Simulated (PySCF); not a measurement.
**Energy of Mo⁻ (molybdenum, charge -1) between two integer charges**

The 5s beta orbital of [Kr] 4d5 5s2 is emptied in steps (occupation f), with all orbitals relaxed, ending at [Kr] 4d5 5s1. Calculation: PySCF 2.14, in aug-cc-pVTZ-PP with ECP28MDF; a scalar-relativistic core potential. The exact energy is a straight line in f; departures are measured from the line between the end points of the same method.

```csv
f,UHF (eV),LDA (eV),PBE (eV)
1,0.000,0.000,0.000
0.75,0.003,-0.361,-0.322
0.5,0.004,-0.499,-0.441
0.25,0.002,-0.383,-0.334
0,0.000,0.000,0.000
```

| method | E(f=0) − E(f=1) (eV) | −ε at f=1 (eV) | −ε at f=0.5 (eV) |
| --- | --- | --- | --- |
| UHF | -0.275 | -0.259 | -0.276 |
| LDA | 0.824 | -1.024 | 0.764 |
| PBE | 0.492 | -1.169 | 0.456 |

Orbital energy along the path (eV):

```tsv
f	UHF	LDA	PBE
1	0.259	1.024	1.169
0.75	0.268	0.195	0.407
0.5	0.276	-0.764	-0.456
0.25	0.282	-1.816	-1.399
0	0.288	-2.821	-1.696
```

At f = 1 the orbital energy is positive for UHF, LDA, PBE: only the finite basis holds the electron.

Reference removal energy between the ground levels: 0.747 eV (measured; photodetachment measurements, as compiled on the Wikipedia data page of electron affinities). UHF lacks correlation.
